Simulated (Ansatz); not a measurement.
Relaxation of Cl4H4SiTi (10 atoms, charge 0, multiplicity 1), to a largest force component of 0.03 eV/Å in at most 50 steps.

All numbers below come from Ansatz, RKS PBE/def2-SVP.

```xyz
10
Properties=species:S:1:pos:R:3
Ti -0.446 -0.011 -0.519
Cl 0.171 -0.902 2.882
Cl 1.125 1.307 0.212
Cl -1.277 0.768 -2.367
Cl -0.278 -2.181 -0.555
Si -2.518 0.399 0.801
H -3.765 0.119 0.004
H -2.658 -0.449 2.053
H -2.583 1.824 1.273
H -1.159 -0.873 2.704
```

Q: Where does it end, and by what steps?

A: The forces met the threshold. The force dipped under the threshold on the way, but the program's further checks kept it going. After 15 steps the energy has fallen by 0.097 eV; Cl2 moved furthest, 0.48 Å. Joined: Ti1–Cl2 (3.57 → 2.84 Å).

```csv
step,energy less start (eV),largest force component (eV/Å),accepted
0,0.0000,0.817,yes
1,-0.0514,0.766,yes
2,-0.0412,0.979,no
3,-0.0573,0.545,yes
4,-0.0640,0.366,yes
5,-0.0690,0.126,yes
6,-0.0720,0.019,yes
7,-0.0528,0.792,no
8,-0.0742,0.176,yes
9,-0.0778,0.332,yes
10,-0.0868,0.362,yes
11,-0.0903,0.225,yes
12,-0.0956,0.158,yes
13,-0.0958,0.063,yes
14,-0.0968,0.040,yes
15,-0.0970,0.009,yes
```

```xyz
10
Properties=species:S:1:pos:R:3
Ti -0.314 -0.102 -0.274
Cl 0.052 -0.949 2.417
Cl 1.409 1.177 0.180
Cl -1.242 0.815 -2.027
Cl -0.062 -2.214 -0.782
Si -2.618 0.414 0.872
H -3.812 -0.129 0.130
H -2.738 -0.186 2.285
H -2.818 1.896 1.083
H -1.244 -0.722 2.604
```

Whether the end is a true minimum wasn't checked by a vibrational analysis.

Time of the run: 45 s on 4 threads of Arm Neoverse V2, with other jobs on the host, peak memory 0.24 GiB.
